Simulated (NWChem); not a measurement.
System: C₂H₃FO₂Si; SMILES FC=C1O[SiH2]O1

```xyz
9

F     -0.3870     2.5840     0.0000
C      0.5546     1.6385     0.0000
C      0.2408     0.3441     0.0000
O     -1.0030    -0.2348     0.0000
Si    -0.2208    -1.7493     0.0000
O      1.1293    -0.7068     0.0000
H      1.5881     1.9846     0.0000
H     -0.3986    -2.5565     1.2311
H     -0.3986    -2.5565    -1.2311
```
Atoms are numbered in this order, from 1.

Results from NWChem. All runs use the structure optimised with PBE0/def2-SVP.

For level B3LYP/def2-SVP:

```
Quantity                     Result
---------------------------  ------
highest occupied level (eV)   -5.96
orbital gap (eV)               4.84
dipole (D)                     3.26
```

**Question.** What are these values for level PBE/def2-SVP?

**Answer.** 
| Property | Value |
|---|---|
| highest occupied level (eV) | -4.87 |
| orbital gap (eV) | 3.03 |
| dipole (D) | 3.06 |
